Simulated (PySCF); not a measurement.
Structure with atom numbers: `[CH3:1][c:2]1[cH:3][cH:4][cH:5][c:6]2[c:7]([SiH3:8])[n:9][n:10][n:11]12`. Hydrogens are named by the atom that carries them.

All values are calculated (PySCF): coordinates at the GFN2-xTB level, shielding tensors at PBE0/pcSseg-1 (GIAO). Fast rotation and ring inversion assumed for equivalent nuclei, isolated molecule, single conformer, no relativistic terms.

Q: List the cross peaks expected in HSQC, COSY and HMBC spectra.

A: 

HSQC (one-bond C–H):
```tsv
δH	δC
8.02 (H(C5))	121.4 (C5)
7.49 (H(C4))	130.0 (C4)
7.07 (H(C3))	118.0 (C3)
3.08 (H(C1))	21.0 (C1)
```

COSY cross peaks (H two or three bonds apart, from the bond graph; peaks can be absent where the dihedral angle is near 90°):
```tsv
δH	δH
8.02 (H(C5))	7.49 (H(C4))
7.49 (H(C4))	7.07 (H(C3))
```

HMBC (two and three bonds, from the bond graph):
```tsv
δH	δC
8.02 (H(C5))	147.2 (C6), 130.2 (C7), 130.0 (C4), 118.0 (C3)
7.49 (H(C4))	147.2 (C6), 141.3 (C2), 121.4 (C5), 118.0 (C3)
7.07 (H(C3))	141.3 (C2), 130.0 (C4), 121.4 (C5), 21.0 (C1)
4.84 (H(Si8))	147.2 (C6), 130.2 (C7)
3.08 (H(C1))	141.3 (C2), 118.0 (C3)
```

δ = σ(ref) − σ, references computed at the same level: TMS for 1H (σref 31.72), 13C (σref 186.93).

Short H···H contacts in this conformer between protons four or more bonds apart (candidates for NOE cross peaks, intensity ∝ r⁻⁶): H(C1)···H(C3) 2.47 Å.

Shifts are as computed. Against solution values, carbons near 30 ppm lie about +3 ppm off and those near 130 ppm about +5 ppm. Of 1211 compounds with measured shifts, 218 miss one by over three times the rms of a fit or turn the order of signals round; such compounds aren't used in these exercises.
